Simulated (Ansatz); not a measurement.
Input file for Ansatz (a program for electronic structure): R-B3LYP-D3(BJ)/def2-TZVP on BrOV (SMILES [O]=[V][Br]), 2S+1 = 1, a spin state set in the input, which need not be the lowest.

Ansatz 0.2 input:
```yaml
crystal:
  periodic: [false, false, false]
  atoms:
    - {symbol: V, position_ang: [0.48724921, -0.32775018, 0.45273449]}
    - {symbol: O, position_ang: [1.09567633, -0.12858683, -0.92576586]}
    - {symbol: Br, position_ang: [-1.61609426, 0.50370861, 0.40271174]}
basis:
  gaussian:
    orbitals: def2-TZVP
hamiltonian:
  xc: b3lyp
  dispersion: d3bj
relax: {f_tol: 0.005, max_steps: 120}
```

Output:

```
WARN ansatz: RAYON_NUM_THREADS=4 ignored (pool sized by the plan → 4); use --threads N
Functional definition: B3LYP
integrals: 0.06 GiB planned
1041 factors; their error is unknown
mean field: 0.54 GiB planned
mean field evaluation 1: about -97774.5485 eV, gradient 6.9e1 eV
mean field evaluation 2: about -97699.9513 eV, gradient 1.9e2 eV
mean field evaluation 4: about -97780.2555 eV, gradient 4.6e1 eV
mean field evaluation 8: about -97783.2975 eV, gradient 5.0e-1 eV
mean field evaluation 16: about -97783.7048 eV, gradient 2.1e-3 eV
mean field evaluation 32: about -97783.5657 eV, gradient 4.8e0 eV
mean field -97783.70479786 eV, -3593.4848711458 hartree, gradient 6.4e-6 eV, S^2 0.000000; 1 other end points of the search recorded, 0 dependent functions left out
the calculation of the forces begins
reference -97783.70502323 eV, -3593.4848794280 hartree; 33, 33 occupied and 91, 91 virtual orbitals, 1041 factors
relax step   1: F+E_penalty+E_count = -97783.83404947 eV  Δ(F+E_penalty+E_count) = +0.000e0 eV  max|allowed force component| = 2.410e0 eV/Å  Δτ_max = 0.0000 Å  (74 SCF iters, accepted)
these checks for a lower state are left out or cut short: starts, cluster_reference, orbital_swaps, neighbouring_geometries, increment
integrals: 0.06 GiB planned
1041 factors; their error is unknown
mean field: 0.53 GiB planned
mean field -97783.93744228 eV, -3593.4934206703 hartree, gradient 1.9e-6 eV, S^2 0.000000; 0 other end points of the search recorded, 0 dependent functions left out
the calculation of the forces begins
reference -97783.93766356 eV, -3593.4934288023 hartree; 33, 33 occupied and 91, 91 virtual orbitals, 1041 factors
relax step   2: F+E_penalty+E_count = -97784.06114451 eV  Δ(F+E_penalty+E_count) = -2.271e-1 eV  max|allowed force component| = 2.772e-1 eV/Å  Δτ_max = 0.1950 Å  (70 SCF iters, accepted)
these checks for a lower state are left out or cut short: starts, cluster_reference, orbital_swaps, neighbouring_geometries, increment
integrals: 0.05 GiB planned
1041 factors; their error is unknown
mean field: 0.53 GiB planned
mean field evaluation 64: about -97783.9493 eV, gradient 2.9e-5 eV
mean field -97783.94930468 eV, -3593.4938566055 hartree, gradient 1.8e-6 eV, S^2 0.000000; 0 other end points of the search recorded, 0 dependent functions left out
the calculation of the forces begins
reference -97783.94952447 eV, -3593.4938646827 hartree; 33, 33 occupied and 91, 91 virtual orbitals, 1041 factors
relax step   3: F+E_penalty+E_count = -97784.06783047 eV  Δ(F+E_penalty+E_count) = -6.686e-3 eV  max|allowed force component| = 1.164e0 eV/Å  Δτ_max = 0.1953 Å  (71 SCF iters, accepted)
these checks for a lower state are left out or cut short: starts, cluster_reference, orbital_swaps, neighbouring_geometries, increment
integrals: 0.05 GiB planned
1041 factors; their error is unknown
mean field: 0.53 GiB planned
mean field -97783.97506562 eV, -3593.4948033028 hartree, gradient 2.7e-6 eV, S^2 0.000000; 0 other end points of the search recorded, 0 dependent functions left out
the calculation of the forces begins
reference -97783.97528487 eV, -3593.4948113600 hartree; 33, 33 occupied and 91, 91 virtual orbitals, 1041 factors
relax step   4: F+E_penalty+E_count = -97784.09410891 eV  Δ(F+E_penalty+E_count) = -2.628e-2 eV  max|allowed force component| = 1.866e-1 eV/Å  Δτ_max = 0.0221 Å  (61 SCF iters, accepted)
these checks for a lower state are left out or cut short: starts, cluster_reference, orbital_swaps, neighbouring_geometries, increment
integrals: 0.05 GiB planned
1041 factors; their error is unknown
mean field: 0.53 GiB planned
mean field evaluation 96: about -97783.9754 eV, gradient 3.7e-6 eV
mean field -97783.97541422 eV, -3593.4948161134 hartree, gradient 3.7e-6 eV, S^2 0.000000; 0 other end points of the search recorded, 0 dependent functions left out
the calculation of the forces begins
reference -97783.97563321 eV, -3593.4948241612 hartree; 33, 33 occupied and 91, 91 virtual orbitals, 1041 factors
relax step   5: F+E_penalty+E_count = -97784.09473734 eV  Δ(F+E_penalty+E_count) = -6.284e-4 eV  max|allowed force component| = 8.175e-2 eV/Å  Δτ_max = 0.0267 Å  (55 SCF iters, accepted)
these checks for a lower state are left out or cut short: starts, cluster_reference, orbital_swaps, neighbouring_geometries, increment
integrals: 0.05 GiB planned
1041 factors; their error is unknown
mean field: 0.53 GiB planned
mean field -97783.97576690 eV, -3593.4948290742 hartree, gradient 4.0e-6 eV, S^2 0.000000; 0 other end points of the search recorded, 0 dependent functions left out
the calculation of the forces begins
reference -97783.97598593 eV, -3593.4948371236 hartree; 33, 33 occupied and 91, 91 virtual orbitals, 1041 factors
relax step   6: F+E_penalty+E_count = -97784.09511472 eV  Δ(F+E_penalty+E_count) = -3.774e-4 eV  max|allowed force component| = 3.740e-3 eV/Å  Δτ_max = 0.0068 Å  (60 SCF iters, accepted)
integrals: 0.05 GiB planned
1041 factors; their error is unknown
mean field: 0.53 GiB planned
mean field evaluation 128: about -97781.4305 eV, gradient 3.4e1 eV
mean field evaluation 160: about -97783.9758 eV, gradient 9.0e-6 eV
mean field -97783.97576690 eV, -3593.4948290742 hartree, gradient 9.0e-6 eV, S^2 0.000000; 2 other end points of the search recorded, 0 dependent functions left out
the calculation of the forces begins
reference -97783.97598593 eV, -3593.4948371236 hartree; 33, 33 occupied and 91, 91 virtual orbitals, 1041 factors
Total energy: -97784.09533376 eV, -3593.4992230753 hartree
Atom 0 at     0.392479    -0.227930     0.252923 Å, force    -0.002651     0.000403     0.001980 eV/Å
Atom 1 at     1.424829    -0.253865    -0.933264 Å, force    -0.001089     0.000597    -0.000554 eV/Å
Atom 2 at    -1.850478     0.529167     0.610022 Å, force     0.003740    -0.001000    -0.001426 eV/Å
Dipole moment:     0.378767    -0.326999     0.570634 e Å
```

The calculation finished and met its thresholds.

Cost: around 50 core-seconds (rough).
